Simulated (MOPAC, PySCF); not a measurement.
C2H3BO, SMILES `B1[C@H]2[C@@H]1O2`, neutral singlet in the gas phase. 

Z-matrix (Å, degrees):
```
C
H 1 1.0939
O 1 1.4305 2 114.66
C 3 1.4305 1 68.41 2 -122.03
H 4 1.0939 3 114.66 1 122.03
B 1 1.4987 2 133.51 3 -144.61
H 6 1.1872 1 139.91 2 -23.53
```
Charge 0, multiplicity 1.

All levels are single points at this geometry (PBE-D3(BJ)/def2-TZVP); Pople sets use spherical d functions. Orbital energies aren't observables, and empty levels follow the basis.

```json
[
 {"level": "PBE-D3(BJ)/def2-TZVP in PySCF", "HOMO (eV)": "-5.58", "LUMO (eV)": "-1.73", "gap (eV)": "3.85", "dipole (D)": "1.53", "vertical IE, Delta-SCF (eV)": "9.23"},
 {"level": "B3LYP/3-21G in PySCF", "HOMO (eV)": "-6.28", "LUMO (eV)": "-0.65", "gap (eV)": "5.64", "dipole (D)": "2.09", "vertical IE, Delta-SCF (eV)": "–"},
 {"level": "B3LYP/6-31G* in PySCF", "HOMO (eV)": "-6.30", "LUMO (eV)": "-0.51", "gap (eV)": "5.79", "dipole (D)": "1.72", "vertical IE, Delta-SCF (eV)": "9.11"},
 {"level": "BP86/6-31G* in PySCF", "HOMO (eV)": "-5.30", "LUMO (eV)": "-1.39", "gap (eV)": "3.91", "dipole (D)": "1.68", "vertical IE, Delta-SCF (eV)": "–"},
 {"level": "M06-2X/6-31G* in PySCF", "HOMO (eV)": "-7.99", "LUMO (eV)": "0.57", "gap (eV)": "8.56", "dipole (D)": "1.81", "vertical IE, Delta-SCF (eV)": "–"},
 {"level": "PBE/6-31G* in PySCF", "HOMO (eV)": "-5.20", "LUMO (eV)": "-1.30", "gap (eV)": "3.90", "dipole (D)": "1.66", "vertical IE, Delta-SCF (eV)": "9.03"},
 {"level": "SVWN5/6-31G* in PySCF", "HOMO (eV)": "-5.33", "LUMO (eV)": "-1.50", "gap (eV)": "3.83", "dipole (D)": "1.74", "vertical IE, Delta-SCF (eV)": "9.24"},
 {"level": "HF/3-21G in PySCF", "HOMO (eV)": "-9.71", "LUMO (eV)": "3.23", "gap (eV)": "12.93", "dipole (D)": "2.50", "vertical IE, Delta-SCF (eV)": "–"},
 {"level": "HF/6-31G* in PySCF", "HOMO (eV)": "-9.57", "LUMO (eV)": "3.48", "gap (eV)": "13.06", "dipole (D)": "2.06", "vertical IE, Delta-SCF (eV)": "8.29"},
 {"level": "HF/STO-3G in PySCF", "HOMO (eV)": "-7.66", "LUMO (eV)": "7.36", "gap (eV)": "15.02", "dipole (D)": "1.33", "vertical IE, Delta-SCF (eV)": "–"},
 {"level": "AM1 in MOPAC", "HOMO (eV)": "-9.65", "LUMO (eV)": "0.64", "gap (eV)": "10.30", "dipole (D)": "2.69", "vertical IE, Delta-SCF (eV)": "–"},
 {"level": "PM3 in MOPAC", "HOMO (eV)": "-10.41", "LUMO (eV)": "0.08", "gap (eV)": "10.49", "dipole (D)": "2.34", "vertical IE, Delta-SCF (eV)": "–"},
 {"level": "PM7 in MOPAC", "HOMO (eV)": "-9.60", "LUMO (eV)": "-1.05", "gap (eV)": "8.54", "dipole (D)": "2.17", "vertical IE, Delta-SCF (eV)": "–"}
]
```
